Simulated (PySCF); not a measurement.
Compound: C₇H₁₃OPS.
Numbering: `[CH3:1]/[CH:2]=[CH:3]/[P:4]1(=[O:5])[CH2:6][CH2:7][S:8][CH2:9][CH2:10]1`

Geometry (GFN2-xTB, Å), atoms numbered from 1 in this order:
```xyz
23
C7H13OPS angstrom
C      3.9368   -0.4583   -0.1494
C      2.5632   -0.1098    0.2984
C      1.4472   -0.3251   -0.3861
P     -0.1224    0.1786    0.3471
O     -0.0213    0.8000    1.6725
C     -0.9313    1.2715   -0.8998
C     -2.3371    1.5718   -0.4157
S     -3.3998    0.0983   -0.4990
C     -2.5819   -0.9171    0.7692
C     -1.1868   -1.3282    0.3380
H      4.5533    0.4391   -0.1854
H      3.9291   -0.9246   -1.1317
H      4.3976   -1.1395    0.5651
H      2.4756    0.3612    1.2703
H      1.4428   -0.7895   -1.3615
H     -0.9470    0.8080   -1.8865
H     -0.3424    2.1928   -0.9442
H     -2.3185    1.9156    0.6207
H     -2.8281    2.3214   -1.0370
H     -2.5401   -0.3340    1.6918
H     -3.2320   -1.7803    0.9155
H     -1.2032   -1.7985   -0.6456
H     -0.7581   -2.0264    1.0636
```

NICS is the negative of the GIAO shielding at a point without a nucleus: at the ring centre (0) and 1 Å above and below it (1); zz is the component along the ring normal. Level: GIAO PBE0/pcSseg-1 (PySCF, non-relativistic, gas phase) on the GFN2-xTB geometry, one conformer.

Ring bond lengths (Å), with Mayer bond orders in brackets: P4–C6 1.845 (0.91), C6–C7 1.517 (1.00), C7–S8 1.819 (1.00), S8–C9 1.819 (1.00), C9–C10 1.517 (1.00), C10–P4 1.845 (0.91).

Question: Give the NICS values of each ring in ppm.

Answer: 
| ring | type | NICS(0) | NICS(1), two faces | NICS(1)zz, two faces | rms pucker (Å) | centre to ring atoms, mean (Å) |
| --- | --- | --- | --- | --- | --- | --- |
| P4–C6–C7–S8–C9–C10 | 6-membered ring with P and S; formal bonds all single | -2.0 | -2.0 / -1.4 | 4.6 / 5.6 | 0.32 | 1.63 |

Question: What can be read from them?

Answer: 
- P4–C6–C7–S8–C9–C10: mean NICS(1)zz 5.1 ppm, deshielded. P4, C6, C7, C9, C10 have four or more neighbours, so the value isn't read as a sign of a π ring current.

Question: What is the mean of the two in-plane components of NICS at the first NICS(1) probe listed for ring P4–C6–C7–S8–C9–C10, 1 Å off the ring?

Answer: The isotropic value is a third of the trace: (3 × -2.0 − (4.6))/2 = -5.3 ppm.

Question: Give the inner angles of the rings and the Hirshfeld charges of the ring atoms.

Answer: 
- P4–C6–C7–S8–C9–C10: P4 103.2° (+0.424 e), C6 107.9° (-0.123 e), C7 111.5° (-0.072 e), S8 99.1° (-0.016 e), C9 111.5° (-0.072 e), C10 107.9° (-0.123 e); sum 641.1° against 720° for a flat convex ring.
